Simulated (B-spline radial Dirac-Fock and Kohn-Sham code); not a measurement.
# K-shell conversion coefficients of Ne against transition energy

Method: a Dirac-Hartree-Slater potential of the neutral atom with a Latter tail (no hole, which puts coefficients of high multipoles low close above an edge), finite nucleus with surface currents. Computed with a B-spline atomic structure program. Subshells within 1 keV of threshold and pair formation are left out.

```
energy (keV)        E1        E4        M1        M3        M4        M5
        10.2      5.17  3.20e+06     0.484      3750    323000  2.80e+07
        11.5      3.56  1.65e+06     0.346      2150    167000  1.30e+07
        15.4      1.43    323000     0.155       557     33300  2.01e+06
        18.2     0.843    125000    0.0979       258     13300    687000
          20     0.625     72700    0.0758       168      7900    375000
        33.6     0.118      3570    0.0190      15.9       465     13700
        40.1    0.0668      1260    0.0120      7.22       179      4470
        42.8    0.0541       861    0.0101      5.40       126      2960
          47    0.0399       496   0.00793      3.56      76.4      1640
          50    0.0326       344   0.00676      2.71      54.9      1120
        61.6    0.0165       100   0.00397      1.09      18.1       304
         100   0.00339      5.80   0.00118     0.135      1.46      15.8
         101   0.00328      5.47   0.00115     0.130      1.39      14.9
         153  0.000854     0.491  0.000420    0.0232     0.173      1.29
         164  0.000683     0.330  0.000356    0.0175     0.123     0.865
         169  0.000620     0.278  0.000331    0.0155     0.106     0.729
         195  0.000393     0.124  0.000237   0.00877    0.0533     0.325
         200  0.000363     0.107  0.000223   0.00794    0.0472     0.282
         215  0.000289    0.0716  0.000188   0.00598    0.0335     0.189
         230  0.000234    0.0492  0.000161   0.00460    0.0245     0.130
         427  3.76e-05   0.00190  4.09e-05  0.000471   0.00158   0.00528
         460  3.07e-05   0.00132  3.49e-05  0.000365   0.00116   0.00369
         500  2.46e-05  0.000888  2.93e-05  0.000275  0.000828   0.00249
         824  7.49e-06  0.000103  1.08e-05  5.65e-05  0.000127  0.000282
        1000  5.06e-06  5.00e-05  7.52e-06  3.23e-05  6.56e-05  0.000132
        1130  4.02e-06  3.29e-05  6.02e-06  2.31e-05  4.43e-05  8.43e-05
        1620  2.20e-06  1.10e-05  3.23e-06  9.20e-06  1.52e-05  2.49e-05
        1740  1.97e-06  9.04e-06  2.88e-06  7.76e-06  1.25e-05  2.00e-05
        2000  1.61e-06  6.31e-06  2.30e-06  5.63e-06  8.65e-06  1.32e-05
```

Q: How fast do they fall between 1620 and 2000 keV?

A: As powers of the energy: E1 E^-1.49, E4 E^-2.63, M1 E^-1.62, M3 E^-2.33, M4 E^-2.68, M5 E^-3.02. Within one type (E or M) the higher multipoles fall faster.
